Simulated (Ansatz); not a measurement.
Consider the hydrogen abstraction from the Al–H bond: `[AlH2][Br]` + `[SiH3]`• → `[AlH][Br]`• + SiH₄.

Calculated with Ansatz (gas phase, PBE0-D4/def2-TZVP geometries, no zero-point term in ΔE). CCSD(T)/CBS adds triple-zeta CCSD(T) − MP2 to the extrapolated MP2 energy (def2 sets, frozen cores). This one scheme is used for every species. DFT in def2-TZVPP. No spin–orbit coupling; open shells (•) take unrestricted orbitals. For Br outer-core shells are correlated without core-valence functions, which leaves a few kJ/mol of doubt a bond. Scalar relativity is left out up to krypton.

```
             level  ΔE (kJ/mol)  difference from CCSD(T)/CBS
       LDA (SPW92)        -49.7                        -11.7
         revPBE-D4        -43.8                         -5.8
           PBE0-D4        -42.5                         -4.5
        r2SCANh-D4        -39.6                         -1.6
        r2SCAN0-D4        -39.6                         -1.6
      CAM-B3LYP-D4        -40.1                         -2.1
           ωB97X-V        -38.8                         -0.8
            r2SCAN        -39.7                         -1.7
              PBE0        -42.2                         -4.2
         CAM-B3LYP        -39.8                         -1.8
      MP2/def2-SVP        -34.0                          4.0
     HF/def2-TZVPP        -36.3                          1.7
    MP2/def2-TZVPP        -39.3                         -1.3
   CCSD/def2-TZVPP        -36.2                          1.8
SCS-MP2/def2-QZVPP        -39.2                         -1.2
      HF/CBS(def2)        -36.4                          1.6
       CCSD(T)/CBS        -38.0                            0
```

Largest T1 diagnostic among the species: 0.015.

From BLYP to BHLYP (50 % exact exchange), in def2-TZVPP and without D4, ΔE moves by +3.3 kJ/mol. Leaving LDA and LC-ωPBE aside and taking each functional with its dispersion term where it has one, the values, not all of them listed here, spread over 15.6 kJ/mol, from PBE-D4 to B97M-V. LDA lies −5.3 kJ/mol from PBE without D4. At CCSD(T), def2-SVP lies +4.6 kJ/mol from the extrapolated value and def2-TZVPP +0.6 kJ/mol.
